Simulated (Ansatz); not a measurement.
Cost and result for the atomization energy of CH7OSbSi, SMILES `O[SiH2][CH2][SbH2]` (11 atoms, 10 bonds).

```xyz
11

O     1.780    0.065    0.815
Si    0.609   -0.994    0.321
C    -0.969   -0.031    0.359
Sb   -0.677    1.967   -0.458
H     2.688   -0.238    0.838
H     0.881   -1.479   -1.061
H     0.578   -2.179    1.226
H    -1.741   -0.536   -0.223
H    -1.331    0.093    1.382
H    -2.091    1.907   -1.426
H     0.274    1.424   -1.773
```

Charge 0, multiplicity 1. Correlated methods include outer-core shells of Sb, which these sets cover unevenly. Sb takes the def2 core potential. The geometry is a stationary point of PBE0-D4/def2-TZVP. It is one conformer, not always the lowest. Program: Ansatz. All runs use 4 threads of an Arm Neoverse V2 on a shared host. Times are those of one run each, without the atoms' runs, and a repeat can differ threefold. Electronic energies, without spin–orbit coupling; frozen cores. CCSD(T)/CBS adds CCSD(T) − MP2 in def2-TZVPP to the MP2 limit, and its time is that of the two runs behind it. T1 = 0.013. With those shells the extrapolation isn't a true limit. B3LYP takes the VWN-RPA correlation (the form of Gaussian; ORCA's B3LYP/G).

CCSD(T)/CBS is a level of theory with its own doubt, some kJ/mol a heavy atom from the limit and from the frozen cores, so smaller differences don't rank the functionals.

```
                            level  functions  wall time
           LDA (SPW92)/def2-TZVPP        252      1.3 s
               BLYP-D4/def2-TZVPP        252      2.1 s
  PBE-D4/def2-TZVPP (with forces)        252      2.4 s
          CAM-B3LYP-D4/def2-TZVPP        252      3.5 s
              BHLYP-D4/def2-TZVPP        252      3.9 s
B3LYP-D4/def2-TZVPP (with forces)        252        6 s
                B2PLYP/def2-TZVPP        252        6 s
            r2SCANh-D4/def2-TZVPP        252      6.5 s
                 CCSD(T)/def2-SVP        107      6.5 s
               ωB97X-V/def2-TZVPP        252        8 s
                   MP2/def2-QZVPP        476       20 s
               CCSD(T)/def2-TZVPP        252    3.5 min
                CCSD(T)/CBS(def2)          –    3.8 min
```

Q: What atomization energy does each give, and how far from CCSD(T)/CBS? (Estimate.)

A: Ansatz gave: 
```json
{"level": "LDA (SPW92)/def2-TZVPP", "atomization (kJ/mol)": "4023.1", "difference from CCSD(T)/CBS": "461.5", "per bond": "46.1"}
{"level": "BLYP-D4/def2-TZVPP", "atomization (kJ/mol)": "3538.2", "difference from CCSD(T)/CBS": "-23.4", "per bond": "-2.3"}
{"level": "PBE-D4/def2-TZVPP (with forces)", "atomization (kJ/mol)": "3558.9", "difference from CCSD(T)/CBS": "-2.7", "per bond": "-0.3"}
{"level": "CAM-B3LYP-D4/def2-TZVPP", "atomization (kJ/mol)": "3560.6", "difference from CCSD(T)/CBS": "-1.0", "per bond": "-0.1"}
{"level": "BHLYP-D4/def2-TZVPP", "atomization (kJ/mol)": "3462.1", "difference from CCSD(T)/CBS": "-99.5", "per bond": "-9.9"}
{"level": "B3LYP-D4/def2-TZVPP (with forces)", "atomization (kJ/mol)": "3549.2", "difference from CCSD(T)/CBS": "-12.4", "per bond": "-1.2"}
{"level": "B2PLYP/def2-TZVPP", "atomization (kJ/mol)": "3495.0", "difference from CCSD(T)/CBS": "-66.6", "per bond": "-6.7"}
{"level": "r2SCANh-D4/def2-TZVPP", "atomization (kJ/mol)": "3513.9", "difference from CCSD(T)/CBS": "-47.7", "per bond": "-4.8"}
{"level": "CCSD(T)/def2-SVP", "atomization (kJ/mol)": "3268.2", "difference from CCSD(T)/CBS": "-293.4", "per bond": "-29.3"}
{"level": "ωB97X-V/def2-TZVPP", "atomization (kJ/mol)": "3570.7", "difference from CCSD(T)/CBS": "9.1", "per bond": "0.9"}
{"level": "MP2/def2-QZVPP", "atomization (kJ/mol)": "3520.6", "difference from CCSD(T)/CBS": "-41.0", "per bond": "-4.1"}
{"level": "CCSD(T)/def2-TZVPP", "atomization (kJ/mol)": "3458.0", "difference from CCSD(T)/CBS": "-103.6", "per bond": "-10.4"}
{"level": "CCSD(T)/CBS(def2)", "atomization (kJ/mol)": "3561.6", "difference from CCSD(T)/CBS": "0.0", "per bond": "0.0"}
```

From r2SCAN to r2SCAN0 (25 % exact exchange), in def2-TZVPP and without D4, the atomization energy moves by −50.9 kJ/mol: exact exchange takes away binding that semilocal exchange gives to molecules. Leaving LDA and LC-ωPBE aside and taking each functional with its dispersion term where it has one, the values spread over 108.5 kJ/mol, from BHLYP-D4 to ωB97X-V. LDA lies +490.7 kJ/mol from PBE without D4, its usual overbinding. In def2-TZVPP, CCSD(T) changes the Hartree–Fock value by +930.5 kJ/mol (the triples alone add +48.2 kJ/mol) and MP2 by +931.0 kJ/mol; breaking electron pairs costs correlation energy, which Hartree–Fock lacks.
